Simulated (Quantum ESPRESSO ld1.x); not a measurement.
The numbers below are computed, except where a source is named.
One sound ld1.x (Quantum ESPRESSO 7.5) input for neutral barium gives E = -8129.311 hartree in 30 iterations:

```
 &input
    zed=56.0,
    iswitch=1,
    rel=1,
    dft='PW',
    config='[Xe] 6s2',
    prefix='ld1',
    max_out_wfc=37,
    file_charge='ld1.rho',
 /
```

Changed or added lines, one case at a time, and what came of them:

- atom='Ba': harmless. atom and zed name the same element, and the result equals that of the sound run.
- tr2=1e-2: inaccurate. The cycle stops early, after 5 iterations, and the energy is off by +1.762 hartree against the sound run.
- xmin=0.0: ignored. A value of zero is read as not set, so the default xmin is used, as the mesh line shows.
- config='[Xe] 6s2 1p1': refused. The program stops in el_config with "main/angular quantum number mismatch": l must be smaller than n.
- lsd=2: refused. The program stops in ld1_readin with "lsd not correct": lsd takes 0 or 1.
- dx=0.003: refused. The program stops in do_mesh with "ndmx is too small": the mesh holds 3500 points at most, so dx, xmin and rmax must fit that.
- config='[Xe] 6s2 8s1': refused. The program stops in el_config with "wrong main quantum number": the config string takes n from 1 to 7 alone.
